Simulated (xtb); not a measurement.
Cl$_{3}$Pb (SMILES [Cl][Pb-]([Cl])[Cl]), charge -1, singlet, geometry from GFN2-xTB (such geometries of metal compounds can be far from the true shape); GFN0-xTB (xtb).

Here is a job for xtb.
```
$ xtb mol.xyz --gfn 0 --chrg -1 --etemp 5000 --json

# file mol.xyz
4

Pb    -0.00361800     0.00715892     0.42408556
Cl     2.27112670    -0.56342976    -0.65322014
Cl    -0.64852821     2.22612561    -0.72521865
Cl    -1.60514694    -1.69722710    -0.66715038
```

Problem. What does xtb print? Leave out banner, timings and long lists.

Solution. 
```
   ID    Z sym.   atoms
    1   82 Pb     1
    2   17 Cl     2-4

           -------------------------------------------------
          |                Calculation Setup                |
           -------------------------------------------------

           -------------------------------------------------
          |                 G F N 0 - x T B                 |
           -------------------------------------------------

          ...................................................
          :                      SETUP                      :
          :.................................................:
          :  # basis functions                  34          :
          :  # atomic orbitals                  31          :
          :  # shells                           11          :
          :  # electrons                        26          :
          :  electronic temp.         5000.0000000     K    :
          :  accuracy                    1.0000000          :
          :  -> integral cutoff          0.2500000E+02      :
          :  -> integral neglect         0.1000000E-07      :
          ...................................................

         :::::::::::::::::::::::::::::::::::::::::::::::::::::
         ::                     SUMMARY                     ::
         :::::::::::::::::::::::::::::::::::::::::::::::::::::
         :: total energy             -16.833522799480 Eh    ::
         :: gradient norm              0.019375535799 Eh/a0 ::
         :: HOMO-LUMO gap              6.171951063245 eV    ::
         ::.................................................::
         :: H0 energy                -15.613058620170 Eh    ::
         :: repulsion energy           0.001631329953 Eh    ::
         :: electrostat energy        -1.220704305870 Eh    ::
         :: -> Gsolv                   0.000000000000 Eh    ::
         ::    -> Gsasa                0.000000000000 Eh    ::
         ::    -> Gshift               0.000000000000 Eh    ::
         :: dispersion energy         -0.001391203394 Eh    ::
         :: short-range corr.          0.000000000000 Eh    ::
         :: add. restraining           0.000000000000 Eh    ::
         :: total charge              -1.000000000000 e     ::
         :::::::::::::::::::::::::::::::::::::::::::::::::::::

           -------------------------------------------------
          |                Property Printout                |
           -------------------------------------------------

    * Orbital Energies and Occupations

         #    Occupation            Energy/Eh            Energy/eV
      -------------------------------------------------------------
         1        2.0000           -0.9695160             -26.3819
         2        2.0000           -0.9695160             -26.3819
         3        2.0000           -0.9693560             -26.3775
         4        2.0000           -0.7879586             -21.4414
         5        2.0000           -0.4875415             -13.2667
         6        2.0000           -0.4875415             -13.2667
         7        1.9999           -0.4706960             -12.8083
         8        1.9996           -0.4465029             -12.1500
         9        1.9996           -0.4465029             -12.1500
        10        1.9996           -0.4456427             -12.1266
        11        1.9996           -0.4455311             -12.1235
        12        1.9996           -0.4455311             -12.1235
        13        1.9992           -0.4346455             -11.8273 (HOMO)
        14        0.0029           -0.2078305              -5.6554 (LUMO)
        15        0.0001           -0.1440686              -3.9203
        16        0.0001           -0.1440686              -3.9203
        17        0.0000           -0.0619435              -1.6856
        18        0.0000           -0.0619435              -1.6856
        19        0.0000           -0.0617440              -1.6801
        20        0.0000           -0.0616640              -1.6780
        21        0.0000           -0.0616640              -1.6780
        22        0.0000           -0.0616133              -1.6766
        23        0.0000           -0.0615929              -1.6760
        24        0.0000           -0.0615929              -1.6760
       ...           ...                  ...                  ...
        31                          0.0311938               0.8488
      -------------------------------------------------------------
                  HL-Gap            0.2268150 Eh            6.1720 eV
             Fermi-level            0.0000000 Eh            0.0000 eV

     #   Z          covCN         q      C6AA      α(0)
     1  82 Pb       2.461     0.189   487.255    43.853
     2  17 Cl       0.820    -0.396   109.846    16.020
     3  17 Cl       0.820    -0.396   109.846    16.020
     4  17 Cl       0.820    -0.396   109.846    16.020

 Mol. C6AA /au·bohr⁶  :       2833.036689
 Mol. C8AA /au·bohr⁸  :     228691.753727
 Mol. α(0) /au        :         91.914470

Wiberg/Mayer (AO) data.
largest (>0.10) Wiberg bond orders for each atom

 ---------------------------------------------------------------------------
     #   Z sym  total        # sym  WBO       # sym  WBO       # sym  WBO
 ---------------------------------------------------------------------------
     1  82 Pb   2.132 --     2 Cl   0.711     3 Cl   0.711     4 Cl   0.711
     2  17 Cl   0.782 --     1 Pb   0.711
     3  17 Cl   0.782 --     1 Pb   0.711
     4  17 Cl   0.782 --     1 Pb   0.711
 ---------------------------------------------------------------------------

Topologies differ in total number of bonds
Writing topology from bond orders to xtbtopo.mol

 dipole moment from electron density (au)
     X       Y       Z
  -0.0239   0.0473   2.8018  total (Debye):    7.123

           -------------------------------------------------
          | TOTAL ENERGY              -16.833522799480 Eh   |
          | GRADIENT NORM               0.019375535799 Eh/α |
          | HOMO-LUMO GAP               6.171951063245 eV   |
           -------------------------------------------------

normal termination of xtb
```
